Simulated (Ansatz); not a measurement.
`[SeH][SiH]1BO1` and `N[SiH]1BO1` differ in one atom or group.

Ansatz, PBE0-D4/def2-TZVP geometries, multiplicity 1. Each molecule was computed in one conformer, which needn't be the lowest.

Scalar relativity is left out up to krypton.

```csv
property,`[SeH][SiH]1BO1`
HOMO energy (ωB97M-V/def2-TZVPP) / eV,-9.17
HOMO energy (PBE/def2-TZVPP) / eV,-5.94
HOMO–LUMO gap (PBE0/def2-TZVPP) / eV,5.80
LUMO energy (ωB97M-V/def2-TZVPP) / eV,0.70
LUMO energy (B3LYP/def2-TZVPP) / eV,-1.48
HOMO–LUMO gap (ωB97M-V/def2-TZVPP) / eV,9.87
```

Task: Give the same properties after the change, and the shifts. (Estimate.)

Result: The calculation gave: 
| property | `N[SiH]1BO1` | shift |
| --- | --- | --- |
| HOMO energy (ωB97M-V/def2-TZVPP) / eV | -8.83 | 0.34 |
| HOMO energy (PBE/def2-TZVPP) / eV | -5.48 | 0.46 |
| HOMO–LUMO gap (PBE0/def2-TZVPP) / eV | 5.81 | 0.01 |
| LUMO energy (ωB97M-V/def2-TZVPP) / eV | 1.08 | 0.38 |
| LUMO energy (B3LYP/def2-TZVPP) / eV | -1.08 | 0.40 |
| HOMO–LUMO gap (ωB97M-V/def2-TZVPP) / eV | 9.91 | 0.04 |

The zero-point energy changes by 46.8 kJ/mol with +3 modes.

B3LYP here is the variant with VWN-RPA as its local correlation; programs differ in this.
